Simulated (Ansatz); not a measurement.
ClF$_{2}$HOSW (`[OH][W]([F])([F])(=[S])[Cl]`) at its PBE0-D4/def2-TZVP geometry, where that method's forces vanish. Total charge 0; spin multiplicity 1. W: def2 effective core potential.

```json
{"atom": "O1", "x (Å)": "0.5204", "y (Å)": "1.2229", "z (Å)": "0.7712"}
{"atom": "W2", "x (Å)": "-0.0953", "y (Å)": "-0.3064", "z (Å)": "-0.0813"}
{"atom": "F3", "x (Å)": "1.2769", "y (Å)": "-1.1640", "z (Å)": "0.9402"}
{"atom": "F4", "x (Å)": "-1.1648", "y (Å)": "-1.5148", "z (Å)": "0.8088"}
{"atom": "S5", "x (Å)": "-1.7125", "y (Å)": "0.6081", "z (Å)": "-1.1385"}
{"atom": "Cl6", "x (Å)": "1.0942", "y (Å)": "-0.9066", "z (Å)": "-1.8984"}
{"atom": "H7", "x (Å)": "0.0810", "y (Å)": "2.0609", "z (Å)": "0.5981"}
```

(1) For each bond, give half the difference of the two atoms' forces along it (eV/Å; positive pushes the atoms apart) under PBE-D4, r2SCAN-D4, B3LYP-D4, ωB97M-V in def2-TZVPP. (Best estimate.)

## Answers

(1) Computed: 
```tsv
bond	length (Å)	PBE-D4	r2SCAN-D4	B3LYP-D4	ωB97M-V
O1–W2	1.856	0.35	0.20	0.23	-0.03
O1–H7	0.962	0.28	-0.01	-0.11	-0.03
W2–F3	1.914	0.24	0.02	0.19	0.22
W2–F4	1.843	0.35	0.05	0.18	-0.05
W2–S5	2.138	0.54	0.37	0.29	-0.39
W2–Cl6	2.253	0.01	0.02	0.20	0.18
```

B3LYP here is the variant with VWN-RPA as its local correlation; programs differ in this.
